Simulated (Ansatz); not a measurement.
Consider the isomerisation: `C[SiH](O)C(N)=O` → `OC/C(O)=N\[SiH3]`.

Isolated molecules relaxed with PBE0-D4/def2-TZVP in Ansatz; ΔE leaves out vibrations. CBS: MP2 limit from def2 TZ/QZ plus the TZ coupled-cluster correction, frozen cores. Functionals use def2-TZVPP. Each species was taken in one conformer, which may not be the lowest.

```tsv
level	ΔE (kJ/mol)
ωB97X-V	196.8
B2PLYP	203.8
r2SCAN	207.0
HF/CBS(def2)	188.8
```

(1) What does CCSD(T)/CBS give? (Estimate.)

Largest T1 diagnostic among the species: 0.015.

## Answers

(1) Ansatz gave: +200.6 kJ/mol. The listed levels differ from it by -3.8, 3.2, 6.4, -11.8 kJ/mol.

In def2-TZVPP, CCSD(T) changes the Hartree–Fock value by +6.8 kJ/mol (the triples alone add +0.6 kJ/mol) and MP2 by +15.3 kJ/mol.
